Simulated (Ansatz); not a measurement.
Start from `[GeH3][NH][GeH3]` and change one atom or group to get `[SiH3][NH][GeH3]`.

Ansatz, PBE0-D4/def2-TZVP geometries, multiplicity 1. 

Scalar relativity is left out up to krypton.

| property | `[GeH3][NH][GeH3]` |
| --- | --- |
| HOMO–LUMO gap (ωB97M-V/def2-TZVPP) / eV | 11.10 |
| size of the dipole moment (ωB97M-V/def2-TZVPP) / D | 0.66 |
| HOMO–LUMO gap (B3LYP/def2-TZVPP) / eV | 6.67 |
| ideal-gas entropy at 298 K and 1 bar (rigid rotor, harmonic PBE0-D4/def2-TZVP) / J/(mol·K) | 352 |
| size of the dipole moment (B3LYP/def2-TZVPP) / D | 0.65 |
| LUMO energy (PBE/def2-TZVPP) / eV | -0.79 |

Q: What does the change do to each property? (An estimate is asked.)

A: The calculation gave: 
```tsv
property	`[SiH3][NH][GeH3]`	shift
HOMO–LUMO gap (ωB97M-V/def2-TZVPP) / eV	11.19	0.09
size of the dipole moment (ωB97M-V/def2-TZVPP) / D	1.07	0.41
HOMO–LUMO gap (B3LYP/def2-TZVPP) / eV	6.81	0.14
ideal-gas entropy at 298 K and 1 bar (rigid rotor, harmonic PBE0-D4/def2-TZVP) / J/(mol·K)	343	-9
size of the dipole moment (B3LYP/def2-TZVPP) / D	1.03	0.38
LUMO energy (PBE/def2-TZVPP) / eV	-0.85	-0.06
```

With PBE0 the HOMO falls by 0.18 eV and the LUMO falls by 0.05 eV, so the gap widens by about 0.13 eV. PBE moves the HOMO by -0.18 eV and ωB97M-V by -0.18 eV. Dipoles are sizes alone; their direction can turn. Modes under 60 cm⁻¹, often nearly free rotors, make the harmonic entropy too high.

B3LYP here is the variant with VWN-RPA as its local correlation; programs differ in this.
